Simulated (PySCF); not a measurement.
**Telling isomers of C6H11FO2Si apart by NMR**

[PySCF 2.14.0 with density-fitted response routines: σ from GIAO-PBE0/pcSseg-1; geometry: GFN2-xTB; fast rotation and ring inversion assumed for equivalent nuclei; no relativistic terms; one computed conformer; gas phase]

References, each an isolated molecule treated in the same way: TMS for 1H and 13C. Splittings of carbon signals by F and P are missing where no couplings were computed. Where no couplings were computed, multiplicities follow the n + 1 count of equivalent neighbours, and m marks all less simple cases (inequivalent or close neighbours, rings, F or P nearby). Acid and N–H amide carbonyl carbons lie up to 10 ppm further downfield in solution (hydrogen bonding). Shifts are as computed. Against solution values, carbons near 30 ppm lie about +3 ppm off and those near 130 ppm about +5 ppm. Of 1309 compounds with measured shifts, 239 miss one by over three times the rms of a fit or turn the order of signals round; such compounds aren't used in these exercises. OH and NH positions are gas-phase values without hydrogen bonding to other molecules.

(1) Tabulate the signals of `C=CC(=O)[Si@@H](F)OC(C)C`, `C[C@@H](F)[C@H]1CC[Si@H]1C(=O)O`, `CC(C)O[SiH2]/C(F)=C/C=O` and their relative energies.

(2) What is the quickest way to tell C=CC(=O)[Si@@H](F)OC(C)C from C[C@@H](F)[C@H]1CC[Si@H]1C(=O)O?

(3) What is the quickest way to tell C=CC(=O)[Si@@H](F)OC(C)C from CC(C)O[SiH2]/C(F)=C/C=O?

(4) What is the quickest way to tell C[C@@H](F)[C@H]1CC[Si@H]1C(=O)O from CC(C)O[SiH2]/C(F)=C/C=O?

## Answers

(1) 
```json
{"SMILES": "C=CC(=O)[Si@@H](F)OC(C)C", "carbon types": "1×C 2×CH 1×CH2 2×CH3", "δC": "228.2, 139.1, 133.7, 72.0, 28.4, 27.9", "δH": "7.40 (m, 1H), 6.63 (m, 1H), 5.86 (m, 1H), 4.67 (m, 1H), 4.62 (m, 1H), 1.51 (d, 3H), 1.44 (d, 3H)", "E rel. (kcal/mol)": "0.0"}
{"SMILES": "C[C@@H](F)[C@H]1CC[Si@H]1C(=O)O", "carbon types": "1×C 2×CH 2×CH2 1×CH3", "δC": "185.7, 93.2, 39.1, 24.3, 22.3, 10.0", "δH": "6.86 (br s, 1H), 5.23 (m, 1H), 5.15 (m, 1H), 2.26 (m, 1H), 2.14 (m, 1H), 1.85 (m, 1H), 1.59 (m, 1H), 1.58 (m, 1H), 1.23 (m, 3H)", "E rel. (kcal/mol)": "36.0"}
{"SMILES": "CC(C)O[SiH2]/C(F)=C/C=O", "carbon types": "1×C 3×CH 2×CH3", "δC": "193.6, 190.3, 131.0, 70.5, 27.3", "δH": "10.53 (m, 1H), 6.14 (m, 1H), 5.21 (m, 2H), 4.42 (sept, 1H), 1.37 (d, 6H)", "E rel. (kcal/mol)": "43.1"}
```

Energies are electronic energies at PBE0/pcSseg-1 on these geometries, without zero-point or thermal terms, each for the one conformer computed, which needn't be the lowest.

(2) Both give the same number of carbon signals, but DEPT or the intensities differ. The first has a β carbon of a C=C–C=O unit (CH2) at 133.7 ppm, the second an sp3 CH2 in a ring at 24.3 ppm. Their most deshielded carbons lie at 228.2 and 185.7 ppm. In the proton spectra the most deshielded non-exchanging signals are 7.40 (m, 1H) and 5.23 (m, 1H).

(3) Count the carbon signals: 6 against 5. The first has a β carbon of a C=C–C=O unit (CH2) at 133.7 ppm, the second an aldehyde carbonyl carbon (CH) at 190.3 ppm. Their most deshielded carbons lie at 228.2 and 193.6 ppm. In the proton spectra the most deshielded non-exchanging signals are 7.40 (m, 1H) and 10.53 (m, 1H).

(4) Count the carbon signals: 6 against 5. The first has an sp3 CH2 in a ring at 24.3 ppm, the second an aldehyde carbonyl carbon (CH) at 190.3 ppm. Their most deshielded carbons lie at 185.7 and 193.6 ppm. In the proton spectra the most deshielded non-exchanging signals are 5.23 (m, 1H) and 10.53 (m, 1H).
